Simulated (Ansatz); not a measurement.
A displaced shape of singlet KCl:

```xyz
2

K     0.0477    0.0076   -1.2663
Cl    0.0332   -0.0355    1.3894
```

It was optimised with PBE0/def2-SVP in Ansatz (development build ahead of 0.2.0) to forces under 0.001 eV/Å, with restricted orbitals. Each step stands on the lowest determinant of that kind that the program's search found.

Question: What shape does it relax to, and how does the optimisation go?

Answer:

```xyz
2

K     0.0477    0.0076   -1.2655
Cl    0.0332   -0.0355    1.3886
```

Bond lengths: K1–Cl2 2.655 Å.

```tsv
step	E − E(start) (eV)	largest force (eV/Å)
1	0.0000	0.0086
2	0.0000	0.0011
3	0.0000	0.0000
```

The optimisation ended after 3 steps with its threshold met.
